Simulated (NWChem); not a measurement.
System: ZrCl$_{3}$ cation; SMILES [Cl][Zr+]([Cl])[Cl]

Input file for NWChem:

```
start job
memory heap 200 mb stack 900 mb global 1100 mb
charge 1
geometry units angstroms
  Zr     0.142854     0.502317     0.308316
  Cl     1.750050    -0.683350    -0.720670
  Cl    -0.842729    -1.222103     1.358411
  Cl    -1.274897     0.612942    -1.431066
end
basis spherical
  * library def2-svp
end
ecp
  Zr library def2-ecp
end
dft
  xc pbe0
  iterations 150
end
driver
  maxiter 120
end
task dft optimize
dft
  grid fine
  convergence energy 1d-8 density 1d-7
end
task dft freq numerical
```

Excerpt of the output:

```
             Northwest Computational Chemistry Package (NWChem) 7.3.0
             --------------------------------------------------------

 C3  symmetry detected

                             Geometry "geometry" -> ""
                             -------------------------

 Output coordinates in angstroms (scale by  1.889725989 to convert to a.u.)

  No.       Tag          Charge          X              Y              Z
 ---- ---------------- ---------- -------------- -------------- --------------
    1 Zr                  40.0000     0.00000000    -0.00000000     0.63139777
    2 Cl                  17.0000     1.79258005    -0.75173337    -0.49521393
    3 Cl                  17.0000    -1.54731022    -1.17655317    -0.49521393
    4 Cl                  17.0000    -0.24526983     1.92828654    -0.49521393

 Effective nuclear repulsion energy (a.u.)     616.7610861998

      Symmetry information
      --------------------

 Group name             C3
 Group number              5
 Group order               3
 No. of unique centers     2

                                Z-matrix (autoz)
                                --------

 Units are Angstrom for bonds and degrees for angles

      Type          Name      I     J     K     L     M      Value
      ----------- --------  ----- ----- ----- ----- ----- ----------
    1 Stretch                  1     2                       2.24671
    2 Stretch                  1     3                       2.24671
    3 Stretch                  1     4                       2.24671
    4 Bend                     2     1     3                97.05500
    5 Bend                     2     1     4                97.05500
    6 Bend                     3     1     4                97.05500
    7 Torsion                  2     1     3     4         -98.04898
    8 Torsion                  2     1     4     3          98.04898
    9 Torsion                  3     1     2     4          98.04898
   10 Torsion                  2     4     1     3         -98.04898
   11 Torsion                  3     2     1     4         -98.04898
   12 Torsion                  2     3     1     4          98.04898

                           NWChem Geometry Optimization
                           ----------------------------

 maximum gradient threshold         (gmax) =   0.000450
 rms gradient threshold             (grms) =   0.000300
 maximum cartesian step threshold   (xmax) =   0.001800
 rms cartesian step threshold       (xrms) =   0.001200
 fixed trust radius                (trust) =   0.300000
 source of zmatrix                         =   autoz

          -------------------
          Energy Minimization
          -------------------

 Using diagonal initial Hessian
 Scaling for Hessian diagonals: bonds = 1.00  angles = 0.25  torsions = 0.10

          --------
          Step   0

                                 NWChem DFT Module
                                 -----------------

 Summary of "ao basis" -> "ao basis" (spherical)
 ------------------------------------------------------------------------------
       Tag                 Description            Shells   Functions and Types
 ---------------- ------------------------------  ------  ---------------------
 Zr                         def2-svp                11       31   5s3p2d1f
 Cl                         def2-svp                 8       18   4s3p1d

      Symmetry analysis of basis
      --------------------------

        a          31
        e+         27
        e-         27

  Rotation of axis

            General Information
            -------------------
          SCF calculation type: DFT
          Wavefunction type:  closed shell.
          No. of atoms     :     4
          No. of electrons :    62
           Alpha electrons :    31
            Beta electrons :    31
          Charge           :     1
          Spin multiplicity:     1
          Use of symmetry is: on ; symmetry adaption is: on
          Maximum number of iterations: 150
          AO basis - number of functions:    85
                     number of shells:    35
          Convergence on energy requested:  1.00D-06
          Convergence on density requested:  1.00D-05
          Convergence on gradient requested:  5.00D-04

              XC Information
              --------------
                         PBE0 Method XC Functional
                     Hartree-Fock (Exact) Exchange  0.250
          PerdewBurkeErnzerhof Exchange Functional  0.750
            Perdew 1991 LDA Correlation Functional  1.000 local
           PerdewBurkeErnz. Correlation Functional  1.000 non-local

[...]

      ----------------------
      Optimization converged
      ----------------------

  Step       Energy      Delta E   Gmax     Grms     Xrms     Xmax
  ---- ---------------- -------- -------- -------- -------- --------
@    5   -1426.67514747 -8.6D-08  0.00005  0.00003  0.00013  0.00034
                                     ok       ok       ok       ok

                                Z-matrix (autoz)
                                --------

 Units are Angstrom for bonds and degrees for angles

      Type          Name      I     J     K     L     M      Value     Gradient
      ----------- --------  ----- ----- ----- ----- ----- ---------- ----------
    1 Stretch                  1     2                       2.25960    0.00005
    2 Stretch                  1     3                       2.25960    0.00005
    3 Stretch                  1     4                       2.25960    0.00005
    4 Bend                     2     1     3               109.06697   -0.00000
    5 Bend                     2     1     4               109.06697   -0.00000
    6 Bend                     3     1     4               109.06697   -0.00000
    7 Torsion                  2     1     3     4        -119.02314    0.00000
    8 Torsion                  2     1     4     3         119.02314   -0.00000
    9 Torsion                  3     1     2     4         119.02314   -0.00000
   10 Torsion                  2     4     1     3        -119.02314    0.00000
   11 Torsion                  3     2     1     4        -119.02314    0.00000
   12 Torsion                  2     3     1     4         119.02314   -0.00000

                         Geometry "geometry" -> "geometry"
                         ---------------------------------

 Output coordinates in angstroms (scale by  1.889725989 to convert to a.u.)

  No.       Tag          Charge          X              Y              Z
 ---- ---------------- ---------- -------------- -------------- --------------
    1 Zr                  40.0000     0.00000000     0.00000000     0.36251490
    2 Cl                  17.0000     1.95969923    -0.82181619    -0.40558631
    3 Cl                  17.0000    -1.69156332    -1.28624122    -0.40558631
    4 Cl                  17.0000    -0.26813592     2.10805742    -0.40558631

 Effective nuclear repulsion energy (a.u.)     602.3993929447

      Symmetry information
      --------------------

 Group name             C3
 Group number              5
 Group order               3
 No. of unique centers     2

                Final and change from initial internal coordinates
                --------------------------------------------------

                                Z-matrix (autoz)
                                --------

 Units are Angstrom for bonds and degrees for angles

[...]

 Rotational Constants
 --------------------
 A=   0.063511 cm-1  (  0.091376 K)
 B=   0.063511 cm-1  (  0.091376 K)
 C=   0.035585 cm-1  (  0.051197 K)

 Temperature                      =   298.15K
 frequency scaling parameter      =   1.0000

 Zero-Point correction to Energy  =    2.453 kcal/mol  (  0.003909 au)
 Thermal correction to Energy     =    6.066 kcal/mol  (  0.009667 au)
 Thermal correction to Enthalpy   =    6.658 kcal/mol  (  0.010611 au)

 Total Entropy                    =   80.688 cal/mol-K
   - Translational                =   41.687 cal/mol-K (mol. weight = 194.8109)
   - Rotational                   =   26.615 cal/mol-K (symmetry #  =        3)
   - Vibrational                  =   12.387 cal/mol-K

 Cv (constant volume heat capacity) =   15.754 cal/mol-K
   - Translational                  =    2.979 cal/mol-K
   - Rotational                     =    2.979 cal/mol-K
   - Vibrational                    =    9.795 cal/mol-K

[normal modes left out]

 ----------------------------------------------------------------------------
 Normal Eigenvalue ||           Projected Infra Red Intensities
  Mode   [cm**-1]  || [atomic units] [(debye/angs)**2] [(KM/mol)] [arbitrary]
 ------ ---------- || -------------- ----------------- ---------- -----------
    1       -0.000 ||    0.003554           0.082         3.465       1.523
    2       -0.000 ||    0.003681           0.085         3.589       1.578
    3        0.000 ||    0.000831           0.019         0.810       0.356
    4        0.000 ||    0.004800           0.111         4.679       2.057
    5        0.000 ||    0.004519           0.104         4.405       1.937
    6        0.000 ||    0.004300           0.099         4.191       1.843
    7       89.603 ||    0.014983           0.346        14.606       6.421
    8      111.374 ||    0.001430           0.033         1.394       0.613
    9      111.374 ||    0.001430           0.033         1.394       0.613
   10      444.733 ||    0.010267           0.237        10.009       4.400
   11      479.704 ||    0.115105           2.656       112.210      49.330
   12      479.704 ||    0.115105           2.656       112.210      49.330
 ----------------------------------------------------------------------------
```

Level: PBE0/def2-SVP with def2 effective core potentials on Zr. The spin multiplicity was typed, not searched, and may not be the lowest. def2 effective core potentials on Zr; no spin-orbit coupling.
